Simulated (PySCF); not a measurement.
# Worked example: oscillator strength and radiative lifetime

CH5ClGaN, SMILES [CH3][Ga]([NH2])[Cl].

Coordinates come from a PBE0-D3(BJ)/def2-SVP optimisation. The structure was generated by enumeration; whether it is a known compound was not checked. One conformer was computed; it need not be the lowest.

TDA-PBE0/def2-SVPD run with PySCF puts the first singlet state with f over 0.02 at 5.89 eV (vertical), with the transition dipole (0.000, 0.000, 0.489) in atomic units.

Question: Find the oscillator strength, the wavelength and the radiative lifetime that this transition would have in vacuum if emission retraced absorption.

Answer: 
|μ|² = 0.2391 au, so |μ| = 1.24 D. ΔE = 5.89/27.211 = 0.2165 hartree. f = (2/3) ΔE |μ|² = 0.035 (the program prints 0.034).
λ = 1239.84/5.89 = 210 nm; ν = 47506 cm⁻¹.
Einstein's coefficient A = 0.6670 ν² f s⁻¹ (ν in cm⁻¹) = 5.2e7 s⁻¹, so τ = 1/A = 19 ns. This state is S1. The figure is the radiative limit of this one transition; relaxation, internal conversion, crossing to triplets and a medium change what is measured.
